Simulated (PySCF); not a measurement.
Screening by computed properties: pick the candidate that meets the target.

All species are isolated and taken at one optimised geometry, non-relativistic unless stated; the electronic structure was computed with PySCF and density fitting.

Dipoles, sizes and rotational constants follow the conformer. The torsions of the flexible species, by atom-mapped SMILES:
- `[CH3:1][O:2][c:3]1[cH:4][cH:5][c:6](/[P:7]=[CH:8]\[F:9])[cH:10][cH:11]1`: C1–O2–C3–C4 0°, C5–C6–P7–C8 -49°
- `[CH3:1][C:2]1=[C:3]([CH3:4])[P:5]1[C:6]([F:7])=[C:8]([F:9])[F:10]`: C3–P5–C6–F7 -19°
- `[O:1]=[C:2]1[CH2:3][C@H:4]([CH:5]([F:6])[F:7])[O:8]1`: C3–C4–C5–F6 92°
- `[CH3:1][C:2](=[O:3])[C:4]1=[C:5]([O:6][SiH2:7][OH:8])[C@H:9]1[F:10]`: C1–C2–C4–C5 -171°, C4–C5–O6–Si7 -1°, C5–O6–Si7–O8 -9°, H–O8–Si7–O6 18°
- `[CH2:1]=[CH:2][Si@@H:3]([O:4][CH2:5][SiH3:6])[C:7]([F:8])([F:9])[F:10]`: C1–C2–Si3–O4 -162°, C2–Si3–O4–C5 163°, Si3–O4–C5–Si6 -132°, C2–Si3–C7–F8 179°
- `[CH3:1][S:2](=[O:3])(=[O:4])[O:5]/[CH:6]=[C:7](/[F:8])[CH:9]=[O:10]`: C1–S2–O5–C6 180°, S2–O5–C6–C7 180°, C6–C7–C9–O10 0°
- `[F:1][C:2]([F:3])([F:4])[P:5]1[CH:6]=[CH:7][CH2:8][CH:9]=[CH:10]1`: F1–C2–P5–C6 -49°

Question: Wanted: HOMO–LUMO gap below 5.6 eV (PBE0/pcSseg-1) and HOMO energy above -6.8 eV (PBE0/pcSseg-1), at GFN2-xTB geometries. Which candidate meets both?
A. `CS(=O)(=O)O/C=C(/F)C=O`
B. `CC(=O)C1=C(O[SiH2]O)[C@H]1F`
C. `Fc1cccc2[nH]ncc12`
D. `O=C1C[C@H](C(F)F)O1`
E. `C=C[Si@@H](OC[SiH3])C(F)(F)F`
F. `c1c(ccc(OC)c1)/P=C\F`
G. `CC1=C(C)P1C(F)=C(F)F`

Answer: F. Computed values:
```
                     species  HOMO–LUMO gap  HOMO energy
        c1c(ccc(OC)c1)/P=C\F        4.86 eV     -6.39 eV
      CS(=O)(=O)O/C=C(/F)C=O        5.51 eV     -7.63 eV
           Fc1cccc2[nH]ncc12        5.70 eV     -6.66 eV
 CC(=O)C1=C(O[SiH2]O)[C@H]1F        5.82 eV     -7.88 eV
        CC1=C(C)P1C(F)=C(F)F        6.60 eV     -6.87 eV
C=C[Si@@H](OC[SiH3])C(F)(F)F        7.34 eV     -8.13 eV
         O=C1C[C@H](C(F)F)O1        8.46 eV     -8.59 eV
```

Question: Wanted: dipole moment above 3 D (PBE0/pcSseg-1) and smallest rotational constant above 0.6 GHz (GFN2-xTB), at GFN2-xTB geometries. Which candidate meets both?
A. `CC1=C(C)P1C(F)=C(F)F`
B. `O(C1[C@H](C=1C(C)=O)F)[SiH2]O`
C. `C1C=CP(C(F)(F)F)C=C1`
D. `COc1ccc(/P=C\F)cc1`

Answer: C. Computed values:
```csv
species,dipole moment,smallest rotational constant
O(C1[C@H](C=1C(C)=O)F)[SiH2]O,1.60 D,0.578 GHz
COc1ccc(/P=C\F)cc1,2.02 D,0.429 GHz
CC1=C(C)P1C(F)=C(F)F,2.92 D,0.633 GHz
C1C=CP(C(F)(F)F)C=C1,3.18 D,0.761 GHz
```
